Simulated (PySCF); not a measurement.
Gas-phase reaction: Ga(OH)₃ = GaOH + 2 OH

Method: PySCF energies plus ideal-gas RRHO corrections (1 bar). † marks an energy on the PBE0/def2-TZVP geometry and frequencies; other levels use their own. MP2 and CCSD(T) freeze the core. 6-31G* has spherical d functions here. Open shells (unrestricted): OH (multiplicity 2); the rest are closed-shell singlets. Spin-orbit splitting is ignored; it lowers the true energy and changes the entropy of OH. B3LYP is the form with VWN-RPA correlation. Ga: all electrons, no relativistic terms. Ga(OH)₃, GaOH: computed as isolated molecules; such fragments, hydroxides, amides, oligomers or adducts are transient or little studied in the gas. MP2 isn't extrapolated to the basis-set limit. CCSD(T) isn't extrapolated to the basis-set limit.

| level | ΔH°(298 K), kJ |
|---|---|
| B3LYP/6-31G* | 596 |
| B3LYP/def2-TZVP† | 607 |
| BLYP/def2-TZVP† | 602 |
| CCSD(T)/def2-SVP† | ___ |
| HF/6-31G* | ___ |
| M06-2X/def2-TZVP† | ___ |
| MP2/def2-SVP† | ___ |
| PBE/def2-TZVP† | 653 |
| PBE0/def2-SVP† | 649 |

Task: Fill in the missing entries.

Result: 
- CCSD(T)/def2-SVP†, ΔH°(298 K), kJ: 638
- HF/6-31G*, ΔH°(298 K), kJ: 416
- M06-2X/def2-TZVP†, ΔH°(298 K), kJ: 684
- MP2/def2-SVP†, ΔH°(298 K), kJ: 706
